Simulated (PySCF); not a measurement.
# Si⁺ (silicon, charge +1): UHF calculation

Configuration: [Ne] 3s2 3p1, 2P determinant. Calculation: PySCF 2.14, in aug-cc-pV(D+d)Z; the non-relativistic Hamiltonian (point nucleus).

```
Total energy                                                  : -288.569999 hartree
One-electron energy                                           : -395.7934 hartree
Hartree (Coulomb) energy                                      : 127.2876 hartree
Exchange energy                                               : -20.0642 hartree
Kinetic energy                                                : 288.47715 hartree
⟨S²⟩                                                          : 0.7652
⟨L²⟩                                                          : 2.046
Sum of ⟨r⟩                                                    : 11.23 bohr
Sum of ⟨r²⟩                                                   : 20.28 bohr²
Traceless quadrupole moment −½Σ⟨3z² − r²⟩ along its main axis : -2.96 e·bohr²
Density at the nucleus (Gaussians lack the cusp)              : 1720 bohr⁻³
Spin density at the nucleus                                   : 0.0220 bohr⁻³
Langevin diamagnetic susceptibility                           : -16.1 ×10⁻⁶ cm³/mol
Time after the integrals                                      : 0.09 s of wall time on 1 thread of Neoverse-V1 (shared host)
```

```
shell  electrons  mean orbital energy (eV)  spread (eV)  rms radius, mean of both spins (bohr)
 1s α          1                   -1882.6            0                                  0.129
 1s β          1                   -1882.4            0                                  0.129
 2s α          1                   -177.38            0                                  0.614
 2s β          1                   -177.18            0                                  0.614
 2p α          3                   -125.69        0.308                                  0.599
 2p β          3                   -125.35        0.456                                  0.599
 3s α          1                   -24.097            0                                   2.25
 3s β          1                   -21.690            0                                   2.25
 3p α          1                   -16.180            0                                   2.68
```
